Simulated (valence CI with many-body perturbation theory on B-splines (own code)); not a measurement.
## Sb⁴⁵⁺: electric-dipole lines

Calculated by valence CI with perturbative core correlation (CI+MBPT): four valence electrons over a frozen Dirac-Fock core [He], a basis of 11 s, 11 p, 9 d, 7 f, 5 g, 2 h, 1 i functions for each j, with the one-electron correlation potential Σ1 (screened to all orders), the two-electron term Σ2, the three-electron term Σ3, Breit, model QED; selected single and double excitations, second order for the rest (own B-spline code, finite nucleus).

The last digits are not significant, and no measured levels were compared; by estimate large intervals hold to a few tenths of a per cent, small ones and those within an open d or f shell to about a per cent. Among the levels kept, up to 280 cm⁻¹ of a level comes from second order outside the variational space, and about a tenth of that is noise between levels of different J, which matters for small intervals.

Lines 151 to 200 of 257 in falling wavelength, among levels below 5102.2 eV, chosen from the strongest by gf and those to the six lowest levels. Wavelengths and rates use the calculated energies. Electric multipoles are in the length gauge, E1 and E2 with the static RPA response of the core. Weak lines are less certain than strong ones. Lines between different terms over intervals too small for the method are left out, as are lines whose strength nearly cancels. The highest levels of a list are the least certain.

Levels are named by their leading jj configuration (3d3/2^4 stands for four electrons in 3d with j = 3/2), which in mixed levels can hold well under half, so a name can repeat and another be missing. Letters in brackets count levels of one name in rising energy.

```csv
λ vac (nm),Upper,Lower,A (s⁻¹),S (a.u.)
0.2834,(2s^2 2p1/2 3d5/2) J=2,(2s^2 2p1/2 2p3/2) J=2,3.70e+13,2.08e-03
0.2833,(2s 2p1/2 2p3/2 3d3/2) J=3 [c],(2s 2p1/2 2p3/2^2) J=3,3.05e+13,2.40e-03
0.2833,(2s 2p1/2 2p3/2 3d5/2) J=3 [a],(2s 2p1/2 2p3/2^2) J=2 [a],2.77e+14,2.17e-02
0.2832,(2s^2 2p1/2 3d5/2) J=3,(2s^2 2p1/2 2p3/2) J=2,2.92e+14,2.29e-02
0.2832,(2s 2p1/2 2p3/2 3d5/2) J=1 [a],(2s 2p1/2 2p3/2^2) J=2 [a],4.06e+13,1.37e-03
0.2829,(2s 2p1/2 2p3/2 3p1/2) J=2 [b],(2s^2 2p3/2^2) J=2,1.26e+13,7.06e-04
0.2829,(2s 2p1/2 2p3/2 3s) J=2 [b],(2s 2p1/2^2 2p3/2) J=1,2.00e+12,1.12e-04
0.2828,(2s^2 2p3/2 3d5/2) J=2,(2s^2 2p3/2^2) J=2,2.42e+14,1.35e-02
0.2828,(2s 2p1/2^2 3d5/2) J=2,(2s 2p1/2^2 2p3/2) J=2,1.58e+13,8.83e-04
0.2826,(2s 2p1/2 2p3/2 3s) J=2 [a],(2s 2p1/2^2 2p3/2) J=2,2.85e+12,1.59e-04
0.2826,(2s 2p1/2^2 3p1/2) J=1,(2s^2 2p1/2 2p3/2) J=1,2.52e+13,8.44e-04
0.2824,(2s^2 2p1/2 3d5/2) J=2,(2s^2 2p1/2 2p3/2) J=1,2.92e+14,1.62e-02
0.2821,(2s 2p1/2 2p3/2 3d5/2) J=2 [b],(2s 2p1/2 2p3/2^2) J=2 [a],2.28e+13,1.26e-03
0.2820,(2s^2 2p3/2 3d5/2) J=3,(2s^2 2p3/2^2) J=2,5.35e+14,4.14e-02
0.2820,(2s 2p1/2 2p3/2 3d5/2) J=3 [b],(2s 2p1/2 2p3/2^2) J=2 [a],7.27e+13,5.63e-03
0.2816,(2s^2 2p3/2 3d5/2) J=1,(2s^2 2p3/2^2) J=2,2.44e+13,8.08e-04
0.2815,(2s^2 2p3/2 3p3/2) J=3,(2s 2p1/2^2 2p3/2) J=2,9.32e+11,7.19e-05
0.2815,(2s 2p1/2 2p3/2 3s) J=1 [a],(2s 2p1/2^2 2p3/2) J=2,4.58e+12,1.51e-04
0.2813,(2s 2p1/2 2p3/2 3p1/2) J=1 [b],(2s^2 2p3/2^2) J=2,2.40e+12,7.90e-05
0.2812,(2s 2p1/2 2p3/2 3p1/2) J=2 [c],(2s^2 2p3/2^2) J=2,3.77e+12,2.07e-04
0.2811,(2s 2p1/2 2p3/2 3p3/2) J=3 [a],(2s^2 2p3/2^2) J=2,9.59e+12,7.36e-04
0.2810,(2s 2p1/2 2p3/2 3s) J=1 [b],(2s 2p1/2^2 2p3/2) J=1,6.37e+12,2.09e-04
0.2810,(2s^2 2p3/2 3p3/2) J=1,(2s 2p1/2^2 2p3/2) J=2,2.21e+12,7.25e-05
0.2808,(2s 2p1/2 2p3/2 3s) J=1 [c],(2s 2p1/2^2 2p3/2) J=1,8.84e+12,2.90e-04
0.2807,(2s 2p1/2 2p3/2 3s) J=2 [c],(2s 2p1/2^2 2p3/2) J=1,6.88e+12,3.76e-04
0.2807,(2s 2p1/2 2p3/2 3s) J=0,(2s 2p1/2^2 2p3/2) J=1,1.45e+13,1.58e-04
0.2802,(2s 2p1/2 2p3/2 3s) J=3,(2s 2p1/2^2 2p3/2) J=2,5.58e+12,4.24e-04
0.2801,(2s 2p1/2 2p3/2 3p3/2) J=2 [a],(2s^2 2p3/2^2) J=2,1.07e+12,5.80e-05
0.2799,(2s^2 2p1/2 3s) J=1,(2s^2 2p1/2^2) J=0,1.25e+13,4.07e-04
0.2796,(2s^2 2p3/2 3s) J=2,(2s^2 2p1/2 2p3/2) J=2,5.88e+12,3.17e-04
0.2792,(2s 2p1/2 2p3/2 3s) J=2 [b],(2s 2p1/2^2 2p3/2) J=2,3.61e+12,1.94e-04
0.2792,(2s^2 2p3/2 3s) J=1,(2s^2 2p1/2 2p3/2) J=2,1.03e+13,3.31e-04
0.2789,(2s 2p1/2 2p3/2 3p3/2) J=2 [b],(2s^2 2p3/2^2) J=2,1.45e+12,7.74e-05
0.2786,(2s^2 2p3/2 3s) J=2,(2s^2 2p1/2 2p3/2) J=1,2.00e+12,1.07e-04
0.2783,(2s^2 2p3/2 3s) J=1,(2s^2 2p1/2 2p3/2) J=1,3.38e+12,1.08e-04
0.2782,(2s 2p1/2 2p3/2 3p3/2) J=3 [b],(2s^2 2p3/2^2) J=2,2.30e+12,1.71e-04
0.2774,(2s 2p1/2^2 3p3/2) J=2,(2s^2 2p1/2 2p3/2) J=1,4.55e+12,2.40e-04
0.2760,(2s 2p1/2 2p3/2 3p3/2) J=3 [c],(2s^2 2p3/2^2) J=2,2.83e+12,2.06e-04
0.2720,(2s 2p1/2 2p3/2 3d3/2) J=2 [b],(2s 2p1/2^2 2p3/2) J=1,4.79e+12,2.38e-04
0.2718,(2s 2p1/2 2p3/2 3d3/2) J=1 [b],(2s 2p1/2^2 2p3/2) J=1,1.08e+13,3.21e-04
0.2717,(2s 2p1/2 2p3/2 3d5/2) J=1 [a],(2s 2p1/2^2 2p3/2) J=1,1.35e+13,4.02e-04
0.2710,(2s 2p1/2 2p3/2 3d3/2) J=2 [a],(2s 2p1/2^2 2p3/2) J=2,7.24e+13,3.56e-03
0.2709,(2s 2p1/2 2p3/2 3d3/2) J=1 [a],(2s 2p1/2^2 2p3/2) J=2,2.63e+13,7.75e-04
0.2707,(2s 2p1/2 2p3/2 3d5/2) J=2 [b],(2s 2p1/2^2 2p3/2) J=1,8.95e+12,4.38e-04
0.2706,(2s 2p1/2 2p3/2 3d3/2) J=3 [a],(2s 2p1/2^2 2p3/2) J=2,9.79e+13,6.70e-03
0.2700,(2s 2p1/2 2p3/2 3d5/2) J=1 [b],(2s 2p1/2^2 2p3/2) J=1,7.48e+13,2.18e-03
0.2697,(2s 2p1/2 2p3/2 3p1/2) J=1 [a],(2s^2 2p1/2 2p3/2) J=2,6.40e+12,1.86e-04
0.2697,(2s 2p1/2 2p3/2 3d5/2) J=0,(2s 2p1/2^2 2p3/2) J=1,3.90e+13,3.78e-04
0.2694,(2s 2p1/2 2p3/2 3d3/2) J=2 [c],(2s 2p1/2^2 2p3/2) J=1,2.02e+13,9.77e-04
0.2694,(2s 2p1/2 2p3/2 3d3/2) J=1 [c],(2s 2p1/2^2 2p3/2) J=1,5.60e+12,1.62e-04
```
